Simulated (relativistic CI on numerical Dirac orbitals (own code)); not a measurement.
Calculated at this level of theory: Dirac-Coulomb-Breit CI, KLI orbitals optimised for each configuration, a model potential for QED, unscaled Slater integrals (own radial code, finite nucleus).

The strongest absorption lines from the ground level of an ion, among the configurations computed and to levels below about 1080 eV (vacuum wavelength in nm, gf): 1.2427 (0.06), 1.2943 (0.039), 1.3077 (0.17), 1.3126 (0.17), 1.3449 (1.3), 1.4306 (0.059), 9.6485 (0.04), 13.777 (0.085).

Which ion is it?
A. Mn19+
B. Cu23+
C. Co21+
D. Mn17+

A. Mn19+ has 6 electrons and the ground level 2s2 2p2 3P_0; the strongest line goes to 2s2 2p 3d 3D°_1. The pattern of lines fixes the number of electrons, and along that sequence the line energies rise steadily with the charge (about as its square where n changes within one kind of shell, about linearly where n is kept but much faster in heavy ions where fine structure, which grows about as Z⁴, sets the gap, and irregularly where shells cross), which fixes Z. Configurations outside the model, such as inner-shell arrays, can give stronger lines. At this charge energies of transitions that change n are usually good to better than 1 %, and those within a shell (Δn = 0) to a few per cent.

LS names give the leading component of a level, which can be under half, so a name can repeat, a term be missing and a line seem to break the LS rules.
